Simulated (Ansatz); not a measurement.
Reaction (redistribution): `OB(O)[Te]C(F)(F)F` + `COB(O)O` → `OB(O)OB(O)O` + `C[Te]C(F)(F)F`

Computed with Ansatz on PBE0-D4/def2-TZVP structures; ΔE is electronic, products minus reactants. CCSD(T)/CBS adds triple-zeta CCSD(T) − MP2 to the extrapolated MP2 energy (def2 sets, frozen cores). DFT in def2-TZVPP. Elements past krypton have def2 core potentials. For Te outer-core shells are correlated without core-valence functions, which leaves a few kJ/mol of doubt a bond. One conformer a species, not always the lowest.

| species | PBE0 energy (Eh) |
| --- | --- |
| `OB(O)[Te]C(F)(F)F` | -782.00732 |
| `COB(O)O` | -291.59385 |
| `OB(O)OB(O)O` | -428.28416 |
| `C[Te]C(F)(F)F` | -645.36638 |

Question: Work out ΔE.

Answer: ΔE = (-428.28416) + (-645.36638) − (-782.00732) − (-291.59385) = -0.04937 Eh = -129.6 kJ/mol. CCSD(T)/CBS gives -138.0 kJ/mol.

Largest T1 diagnostic among the species: 0.013.

From PBE to PBE0 (25 % exact exchange), in def2-TZVPP and without D4, ΔE moves by −6.2 kJ/mol. In def2-TZVPP, CCSD(T) changes the Hartree–Fock value by +8.1 kJ/mol (the triples alone add +2.2 kJ/mol) and MP2 by +6.8 kJ/mol.
